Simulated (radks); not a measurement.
Spherical quantum dot in the effective-mass picture: electrons in a hard-walled sphere of radius 4.32, with a point charge +1 (a donor) at the centre, all in effective atomic units (hartree* = m*/eps^2 hartree, bohr* = eps/m* bohr), one dielectric constant everywhere. Calculated with a radial shooting solver with Libxc functionals: non-relativistic Kohn-Sham, LDA (Slater exchange, Perdew-Wang correlation), spin-polarised, spherical densities. Levels are named by radial order and angular momentum (1s, 1p, 1d, 2s, ...), and open shells are averaged over m.

N = 4, configuration 1s2 1p(up 2, down 0). This is the lowest configuration that the search found. Occupied and some empty levels:

| level | occupation | eigenvalue (hartree*) | <r> (bohr*) |
|---|---|---|---|
| 1s up | 1 | 0.91260 | 1.911 |
| 1s down | 1 | 0.96267 | 1.843 |
| 1p up | 2 | 1.2443 | 2.610 |
| 1p down | 0 | 1.3124 | 2.607 |
| 2s up | 0 | 1.5307 | 2.091 |
| 2s down | 0 | 1.5710 | 2.139 |
| 1d up | 0 | 1.5783 | 2.846 |
| 1d down | 0 | 1.6471 | 2.851 |
| 1f up | 0 | 1.9819 | 2.999 |
| 1f down | 0 | 2.0491 | 3.006 |

Energy (hartree*): total 1.51821, kinetic 1.7681, external -2.3503, Hartree 3.1767, exchange-correlation -1.0763.
